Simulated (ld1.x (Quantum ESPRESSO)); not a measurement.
The numbers below are computed, except where a source is named.
Potentials for Co (Z = 27) compared

Generated with ld1.x 7.5 (TM, RRKJ, ultrasoft, PAW), atompaw 4.2 or ONCVPSP 4.0.1. The cutoff is in Ry: for ld1.x and atompaw files where the sum of valence levels is converged to 10 mRy in a Bessel basis, for ONCV files where the hardest occupied wave has 1 mHa per electron of residual kinetic energy. The error is the largest all-electron minus pseudo excitation energy over each file’s own four to seven test configurations (ionisations up to +4, promotions, holes and added fractions of an electron), all of which were solved. The labels leave out finer settings (local radius, basis sizes, second energies), which also bear on the numbers. Spin-polarised tests are not counted. The rows are a selection from randomly drawn settings: files with unsolved tests, undetermined cutoffs or missed reference levels are left out.

A true bound ghost makes a file unfit for plane-wave use even where its test errors are small: the radial tests pick states by their node count and pass the ghost by.

```csv
potential,cutoff (Ry),largest error (meV),bound ghosts
"ultrasoft, PBEsol, scalar-relativistic, rc 2.05/1.30/1.00 (spd), local smoothed, core correction no, reference 3p6 3d7 4s1.5 4p0.5",110,-102,none
"PAW, LDA (PZ), scalar-relativistic, rc 1.25/1.25/1.35/1.20 (spdf), local smoothed, core correction yes, reference 3s2 3p6 3d7 4s2 4p0",80,-3.7,none
"RRKJ, BLYP, scalar-relativistic, rc 2.10/2.10/1.45 (spd), local s, core correction yes, reference 3d6 4s0 4p0",90,-1314,none
"RRKJ, Wu–Cohen, scalar-relativistic, rc 2.10/1.75/1.05 (spd), local s, core correction yes, reference 3d6 4s0 4p0",160,-1662,p
```

Problem. Fill in the row for Co: PAW, BLYP, scalar-relativistic, rc 1.40/1.25/1.65/1.70 (spdf), local f, core correction yes, reference 3s2 3p6 3d7 4s0 4p0.

Solution. cutoff 55 Ry, largest error -47 meV, bound ghosts: none.
